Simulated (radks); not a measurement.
Ru I, 44 electrons, occupied as [Kr] 4d7 5s0.5 5d0.5 (fractional occupations, a model configuration). All-electron calculation, Dirac Kohn-Sham, PW91, spin-unpolarised, spherical densities, point nucleus; open shells fill j = l - 1/2 first. Program: a radial shooting solver on a logarithmic mesh with Libxc functionals.

Radial electron density D(r) = 4 pi r^2 rho(r):

r (bohr),D(r) (e/bohr)
0.005215,15.54
0.006169,19.64
0.007298,24.46
0.008702,30.18
0.01029,36.10
0.01218,42.13
0.0144,47.78
0.01704,52.44
0.02016,55.47
0.02384,56.42
0.02821,55.24
0.03363,52.34
0.03979,49.36
0.04707,47.96
0.05568,49.70
0.06586,54.95
0.07791,62.21
0.09216,68.22
0.109,69.43
0.13,63.93
0.1538,54.62
0.1819,46.75
0.2152,45.02
0.2546,49.29
0.3011,54.00
0.3562,52.47
0.4214,42.68
0.5025,28.42
0.5944,17.88
0.7031,13.63
0.8318,13.74
0.9839,14.20
1.164,12.69
1.377,9.585
1.629,6.332
1.942,3.754
2.297,2.195
2.718,1.253
3.215,0.6819
3.803,0.3410
4.499,0.1536
5.322,0.06440
6.295,0.02955
7.507,0.02034
8.88,0.02439
10.5,0.03169
12.43,0.03814
14.7,0.04000
17.39,0.03028
20.57,0.01606
24.33,0.007038
29.01,0.002128
34.32,0.0003151

D(r) has 5 maxima, at r = 0.0237, 0.104, 0.318, 0.953, 14.1 bohr, and minima at 0.0471, 0.205, 0.750, 7.51 bohr, inside which lie 2.05, 11.09, 29.13, 43.53 electrons.
